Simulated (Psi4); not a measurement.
The Psi4 input:
```
memory 2 GB

molecule mol {
0 1
C    -0.013287   -0.006567    0.658005
C     0.013287    0.006567   -0.658005
H    -0.020896    0.901691    1.238223
H    -0.028738   -0.926221    1.219823
H     0.028738    0.926221   -1.219823
H     0.020896   -0.901691   -1.238223
}

set {
  basis 6-31g*
  reference rhf
}

energy('lccd')
print_variables()
```

Task: What does this run give for the total energy, number of basis functions, MP2 correlation energy, nuclear repulsion energy?

Result: 
```json
{
 "total_energy": "-78.327168 Ha",
 "number_of_basis_functions": "38",
 "MP2 correlation energy": "-0.2620 Eh",
 "nuclear_repulsion_energy": "33.6665 Eh"
}
```
